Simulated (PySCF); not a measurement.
## Au (gold, neutral) across methods

[Xe] 4f14 5d10 6p1, 2P determinant (an excited configuration). Calculation: PySCF 2.14, in aug-cc-pVTZ-PP with one added diffuse shell each of s, p, d, f, g type with ECP60MDF (7s7p6d4f3g, 113 functions); a scalar-relativistic core potential.

```
 method  E (hartree)  mean ε 5d α (eV)  mean ε 5d β (eV)  mean ε 6p α (eV)  Σ⟨r²⟩ (bohr²)   ⟨S²⟩
   PBE0    -135.5103           -10.639           -10.559            -2.664          64.34  0.798
    PBE    -135.5486            -9.014            -8.923            -2.212          64.08  0.801
r2SCAN0    -135.5091           -10.801           -10.739            -2.765          63.07  0.867
wB97X-V    -135.4763           -13.078           -13.022            -3.908          64.61  0.796
    LDA    -135.2986            -9.180            -9.086            -2.268          63.36  0.775
    UHF   -134.62686           -14.838           -14.831            -3.576          68.88  0.801
 r2SCAN    -135.5615            -9.246            -9.174            -2.337          62.60  0.920
r2SCANh    -135.5404            -9.862            -9.794            -2.511          62.78  0.897
```

Energies and moments cover only the electrons outside the core potential. Spin-orbit coupling, absent here, splits the open shell strongly.
